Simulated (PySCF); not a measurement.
SMILES COC[SiH2]C=O (GFN2-xTB optimised geometry):

```
14

C      2.049     1.727     0.004
O      1.467     0.450     0.021
C      0.052     0.482    -0.024
Si    -0.522    -1.330     0.000
C     -2.449    -1.330     0.000
O     -3.127    -0.334     0.000
H      3.127     1.583     0.043
H      1.727     2.322     0.868
H      1.785     2.271    -0.912
H     -0.286     1.008    -0.929
H     -0.342     1.049     0.833
H     -0.089    -2.020     1.217
H     -0.089    -2.054    -1.197
H     -2.952    -2.322     0.002
```

Computed with PBE/def2-TZVP (PySCF).

Problem. What are the frontier orbital energies and the dipole moment?

Solution. HOMO-2 -7.40 eV, HOMO-1 -6.08 eV, HOMO -5.49 eV, LUMO -2.66 eV, LUMO+1 -0.46 eV; dipole moment 1.22 D.

Meta-Löwdin charges at PBE/def2-TZVP: C1 -0.14, O2 -0.37, C3 -0.23, Si4 0.54, C5 0.06, O6 -0.34, H7 0.13, H8 0.10, H9 0.10, H10 0.11, H11 0.11, H12 -0.07, H13 -0.07, H14 0.07.
